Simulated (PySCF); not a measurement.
BBr2, SMILES Br[B-]Br (connectivity only; charge and spin as stated), charge -1, multiplicity 1.

Geometry optimised at B3LYP-D3(BJ)/def2-SVPD.

These are PBE/def2-TZVPD (PySCF) values and carry that method's errors.

Symmetry labels are those of the subgroup C2v that the program uses (full group C2v).

Q: List the valence orbital energies around the gap with their symmetry. (Estimate from the structure and the level; the computed values follow.)

A: 
```json
[
 {"orbital": "HOMO−7", "symmetry": "B2", "energy (eV)": "-13.82"},
 {"orbital": "HOMO−6", "symmetry": "A1", "energy (eV)": "-6.21"},
 {"orbital": "HOMO−5", "symmetry": "B2", "energy (eV)": "-3.75"},
 {"orbital": "HOMO−4", "symmetry": "B1", "energy (eV)": "-2.98"},
 {"orbital": "HOMO−3", "symmetry": "A1", "energy (eV)": "-2.95"},
 {"orbital": "HOMO−2", "symmetry": "A2", "energy (eV)": "-2.30"},
 {"orbital": "HOMO−1", "symmetry": "B2", "energy (eV)": "-1.82"},
 {"orbital": "HOMO", "symmetry": "A1", "energy (eV)": "0.18"},
 {"orbital": "LUMO", "symmetry": "B1", "energy (eV)": "2.23"},
 {"orbital": "LUMO+1", "symmetry": "A1", "energy (eV)": "2.90"},
 {"orbital": "LUMO+2", "symmetry": "B2", "energy (eV)": "3.04"},
 {"orbital": "LUMO+3", "symmetry": "A1", "energy (eV)": "3.55"}
]
```
